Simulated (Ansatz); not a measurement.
The cluster Ti₂Se₄. Charge 0, multiplicity 1. Geometry PBE0-D4/def2-SVP, basis def2-TZVP, Ansatz.

```tsv
atom	x (Å)	y (Å)	z (Å)
Ti1	1.3380	-0.8398	0.1211
Ti2	-1.3077	0.8187	-0.1244
Se3	2.2874	-1.5164	1.9590
Se4	-0.9396	-1.5462	-0.1089
Se5	0.9725	1.5262	0.0399
Se6	-2.3506	1.5575	-1.8867
```

```
run  HOMO (eV)  LUMO (eV)
  A      -6.93      -3.73
  B      -5.97      -4.61
  C      -6.58      -4.23
  D      -6.23      -4.59
```

No other spin state of charge 0 was run. Another isomer (singlet) lies 0.22 eV lower at PBE0-D4/def2-TZVP; other spin states weren't run for this one.

Question: The runs used PBE, PBE0, r2SCAN, r2SCANh. Estimate which is which.

Answer: A PBE0 (25 % exact exchange); B PBE (0 % exact exchange); C r2SCANh (10 % exact exchange); D r2SCAN (0 % exact exchange). Exact exchange lowers occupied and raises empty levels; among semilocal functionals meta-GGAs tend to open the gap a little, and such runs are hard to tell apart. The gap grows from 1.36 eV (PBE) to 3.20 eV (PBE0). The restricted singlet is unstable towards broken spin symmetry in Hartree–Fock (as tested in another run); at PBE0-D4/def2-TZVP, PBE-D4/def2-TZVP, r2SCANh-D4/def2-TZVP, r2SCAN-D4/def2-TZVP this wasn't settled.
